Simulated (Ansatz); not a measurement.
H6Si2, charge +1, doublet, at a GFN2-xTB geometry (a state made from the parent by changing its charge; the spin is typed, not shown lowest), atoms displaced at random by about 0.02 Å a coordinate. Base run: PBE/cc-pVDZ (Ansatz, an electronic-structure program).

Ansatz was given this input:
Ansatz 0.2 input:
```yaml
crystal:
  periodic: [false, false, false]
  atoms:
    - {symbol: Si, position_ang: [-0.00633200, -0.03928192, 1.33527371]}
    - {symbol: Si, position_ang: [-0.02449633, 0.03632263, -1.34480342]}
    - {symbol: H, position_ang: [0.05926277, 1.40565595, 1.60255368]}
    - {symbol: H, position_ang: [-1.25293635, -0.70757700, 1.59744530]}
    - {symbol: H, position_ang: [1.25749685, -0.75661370, 1.55779707]}
    - {symbol: H, position_ang: [-0.03571870, -1.45409141, -1.63126477]}
    - {symbol: H, position_ang: [-1.25906096, 0.70869202, -1.57683991]}
    - {symbol: H, position_ang: [1.19757506, 0.73254761, -1.63404936]}
basis:
  gaussian:
    orbitals: cc-pVDZ
hamiltonian:
  xc: pbe
total_charge: 1
magnetization: {spin_polarized: true, initial_magnetization: 1}
relax: {}
```

Variants of this job, named by their change:

| change | ΔE vs base (kJ/mol) | optimiser steps |
|---|---|---|
| base | 0.00 | 4 |
| relax = escape_saddle: false | 0.00 | 4 |
| relax = f_tol: 0.002 | 0.00 | 6 |
| relax = f_tol: 0.05 | 0.00 | 4 |
| relax = max_displacement: 0.02 | 0.00 | 8 |
| relax = max_displacement: 0.5 | 0.00 | 4 |
| relax = f_tol: 0.1 | 0.04 | 3 |
